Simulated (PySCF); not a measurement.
# How methods differ on the excitation energy of Nb²⁺

Nb²⁺ [Kr] 4d3 (4F) → Nb²⁺ [Kr] 4d2 5p1 (high-spin determinant), as a difference of total energies. Calculation: PySCF 2.14, in aug-cc-pwCVDZ-PP with ECP28MDF (6s6p5d3f, 70 functions); a scalar-relativistic core potential. Correlated levels: valence and next inner shell: nothing frozen outside the core potential. The calculations carry no spin-orbit coupling.

| method | excitation energy (eV) |
| --- | --- |
| UHF | 7.950 |
| MP2 (valence and next inner shell) | 8.035 |
| SCS-MP2 (valence and next inner shell) | 7.998 |
| CCSD (valence and next inner shell) | 7.981 |
| CCSD(T) (valence and next inner shell) | 7.956 |

The determinant of the upper state mixes LS terms, which raises its energy above the lowest term, most at the Hartree-Fock and MP2 levels.
